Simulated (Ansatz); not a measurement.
Basis sets compared for Se(CCH)2 (C₄H₂Se). The state is a singlet with charge 0. Geometry PBE0-D4/def2-SVP. Ansatz on 4 threads of Arm Neoverse V1 on a shared host; times are rough, and most runs start from earlier orbitals.

```xyz
7

Se   -0.0612   -0.1167    1.6111
C     1.2243   -0.6609    0.4288
C     2.1209   -1.0500   -0.2911
H     2.9105   -1.3918   -0.9356
C    -1.2568    0.5990    0.4258
C    -2.0986    1.0926   -0.2962
H    -2.8392    1.5278   -0.9426
```

The 6-31G sets use Cartesian d functions.

Binding counts from free atoms (Se triplet, C triplet, H doublet) in the same basis, without a counterpoise term.

| level | functions | energy (Eh) | HOMO (eV) | LUMO (eV) | binding per atom (eV) | wall time |
| --- | --- | --- | --- | --- | --- | --- |
| HF/STO-3G | 40 | -2524.1425 | -6.96 | 8.09 | 3.45 | 0.25 s |
| HF/6-31G | 69 | -2551.8964 | -8.84 | 3.37 | 2.76 | 0.55 s |
| PBE-D4/def2-SVP | 98 | -2554.0533 | -5.51 | -1.42 | 4.75 | 0.75 s |
| PBE0-D4/def2-SVP | 98 | -2554.1320 | -6.61 | -0.45 | 4.58 | 1.2 s |

Question: Estimate the rows for PBE-D4/def2-TZVP (with forces), PBE0-D4/def2-TZVP.

Answer: 
| level | functions | energy (Eh) | HOMO (eV) | LUMO (eV) | binding per atom (eV) | wall time |
| --- | --- | --- | --- | --- | --- | --- |
| PBE-D4/def2-TZVP (with forces) | 184 | -2554.5202 | -5.64 | -1.66 | 4.71 | 2.2 s |
| PBE0-D4/def2-TZVP | 184 | -2554.5971 | -6.69 | -0.69 | 4.54 | 3.1 s |
